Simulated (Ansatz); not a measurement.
Gas-phase electronic energies from Ansatz, PBE0-D4/def2-TZVP geometries. CBS: MP2 limit from def2 TZ/QZ plus the TZ coupled-cluster correction, frozen cores. This one scheme is used for every species. DFT in def2-TZVPP. B3LYP here is the variant with VWN-RPA as its local correlation; programs differ in this. Each species was taken in one conformer, which may not be the lowest.

`C=C[SiH](Cl)Cl` + `N[SiH](F)F` → `F[SiH](F)N[SiH](Cl)Cl` + ethylene  (ligand exchange at the Si–C bond)

`C=C[SiH](Cl)Cl`:

Cartesian coordinates in Å:
```
C 1.008 0.833 0.905
C 0.033 -0.059 0.754
Si -0.617 -0.466 -0.918
Cl -0.364 -2.457 -1.318
Cl -2.618 -0.051 -1.027
H 1.450 1.348 0.056
H 1.409 1.091 1.881
H -0.383 -0.553 1.629
H 0.082 0.314 -1.960
```

`N[SiH](F)F`:

Z-matrix (Å, degrees):
```
Si
F 1 1.586
F 1 1.591 2 104.6
N 1 1.684 2 108.1 3 122.7
H 1 1.470 2 111.4 3 -115.3
H 4 1.006 1 121.4 2 160.3
H 4 1.007 1 122.6 2 -42.8
```

`F[SiH](F)N[SiH](Cl)Cl`:

```xyz
10

F    -0.893    1.519   -1.703
Si   -1.279    0.812   -0.340
F    -2.754    0.253   -0.498
N    -0.299   -0.556   -0.050
Si    1.373   -0.659    0.275
Cl    1.706   -1.656    2.025
Cl    2.050    1.259    0.416
H    -1.246    1.831    0.714
H    -0.798   -1.437   -0.075
H     2.141   -1.365   -0.764
```

`C=C`:

Cartesian coordinates in Å:
```
C -0.605 0.267 0.000
C 0.605 -0.267 0.000
H -1.275 0.160 0.847
H -0.977 0.834 -0.846
H 1.275 -0.160 -0.847
H 0.977 -0.834 0.846
```

Q: Is it downhill or uphill in electronic energy at CCSD(T)/CBS, and by how much? (Estimate.)

A: Ansatz gave: Downhill: ΔE = -60.0 kJ/mol.

Q: What do these levels give: PBE-D4, PBE0-D4, ωB97X-V, ωB97M-V, B2PLYP, PBE0, B3LYP, HF/def2-TZVPP, CCSD/def2-TZVPP, CCSD(T)/def2-TZVPP, SCS-MP2/def2-QZVPP, HF/CBS(def2)? (Estimate.)

A: The calculation gave: PBE-D4 -52.1, PBE0-D4 -55.2, ωB97X-V -58.7, ωB97M-V -59.9, B2PLYP -57.1, PBE0 -51.6, B3LYP -53.9, HF/def2-TZVPP -62.6, CCSD/def2-TZVPP -61.0, CCSD(T)/def2-TZVPP -60.4, SCS-MP2/def2-QZVPP -60.0, HF/CBS(def2) -63.4 kJ/mol.

Largest T1 diagnostic among the species: 0.011.

The D4 term adds −6.4 kJ/mol with B3LYP and −3.6 kJ/mol with PBE0; it sums over pairs of atoms, weighted by their polarisabilities, and B3LYP, whose exchange is more repulsive, gets the larger term. From PBE to PBE0 (25 % exact exchange), in def2-TZVPP and without D4, ΔE moves by −3.5 kJ/mol.
